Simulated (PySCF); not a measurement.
A structure optimised at B3LYP-D3(BJ)/def2-SVP, used in a PySCF frequency run:

```xyz
11

O      1.3571    -0.9177    -1.3490
C      1.7576    -0.3126    -0.3761
C      0.9938    -0.2196     0.9162
Si    -0.8251     0.2005     0.5848
O     -1.3668    -0.8141    -0.5872
F     -0.8613     1.7531     0.0976
H      2.7383     0.2225    -0.4207
H      1.4777     0.4667     1.6270
H      0.9802    -1.2270     1.3731
H     -1.6778     0.0971     1.7854
H     -0.6472    -1.0965    -1.1822
```
Charge 0, spin multiplicity 1.

Write its SMILES and formula.

O=CC[Si@H](O)F, C₂H₅FO₂Si

What are its rotational constants (standard atomic weights)?

4.2545, 2.1810, 1.8874 GHz
